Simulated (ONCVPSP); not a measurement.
# Varying the ONCV potential for Bi (Z = 83)

Base potential:

bismuth (Bi), optimised norm-conserving Vanderbilt (ONCV), made with ONCVPSP 4.0.1 (PBEsol, fully relativistic). Core [Kr] 4d10 4f14, reference 5s2 5p6 5d10 6s2 6p3. Waves: 5s+6s: rc 1.20 bohr, ncon 4, nbas 7, qcut 8.3 1/bohr, 2 projectors; 5p+6p: rc 1.50 bohr, ncon 4, nbas 8, qcut 8.3 1/bohr, 2 projectors; 5d: rc 1.20 bohr, ncon 4, nbas 7, qcut 7.1 1/bohr, 2 projectors, debl 1.8 Ha. Local part: polynomial inside 1.20 bohr (lpopt 1, dvloc0 0 Ha). Core correction: Teter function fitted to the true core (icmod 2), fcfact 0.5.

Open shells are filled in proportion to 2j + 1.

All-electron outer shells of the reference configuration (PBEsol, scalar-relativistic, ld1.x):

```
shell  level (eV)  outermost node (bohr)  outermost maximum (bohr)
   4d     -429.87                   0.19                      0.38
   5s     -157.81                   0.44                      0.77
   4f     -152.63                      –                      0.34
   5p      -95.82                   0.48                      0.86
   5d      -27.06                   0.51                      1.03
   6s      -14.53                   0.98                      1.86
   6p       -4.60                   1.14                      2.44
```

Cutoffs, loose and tight: the cutoffs (Ha) at which the residual kinetic energy of the hardest occupied pseudo-wave falls to 1 and 0.1 mHa per electron. They do not see the model core or the augmentation charge, which bear on the density cutoff. Test errors are all-electron minus pseudo excitation energies from the reference, over the configurations 5s2 5p6 5d10 6s2 6p2; 5s2 5p6 5d10 6s2 6p1; 5s2 5p6 5d10 6s2 6p0; 5s1 5p6 5d10 6s2 6p3. A dash means not determined; rows that change the core or the reference have their own tests.

| change | outcome | cutoff, loose | cutoff, tight | bound ghosts | GHOST(+) flags above zero | largest test error (meV) |
| --- | --- | --- | --- | --- | --- | --- |
| base | generated | 35 Ha | 83 Ha | none | none | -143 |
| p: rc 1.02; local potential polynomial inside 1.02 bohr (lpopt 1, dvloc0 0 Ha) | generated | 173 Ha | 206 Ha | none | s | -187 |
| p: rc 1.22 | generated | 36 Ha | 129 Ha | none | none | -168 |
| p: rc 1.4 | generated | 35 Ha | 83 Ha | none | none | -151 |
| p: rc 1.54 | generated | 35 Ha | 83 Ha | none | none | -141 |
| p: rc 1.66 | generated | 35 Ha | 83 Ha | none | none | -135 |
| p: rc 1.88 | generated | 35 Ha | 83 Ha | none | none | -128 |
| p: rc 2.04 | generated | 35 Ha | 83 Ha | none | none | -124 |
| p: rc 2.16 | generated | 35 Ha | 83 Ha | none | none | -121 |

Reading the sweep of the p radius (base included, trends over the rows without a ghost): The loose cutoff falls from 173 Ha at 1.02 to 35 Ha at 2.16 bohr. A larger radius leaves more room for a smooth pseudo-wave, so fewer plane waves are needed; a smaller one forces it to follow the all-electron wave where it bends sharply. The median size of the test errors (rows with all tests solved) is not monotonic: lowest 0.5 meV at 1.4 bohr, highest 2.5 meV at 2.16 bohr.
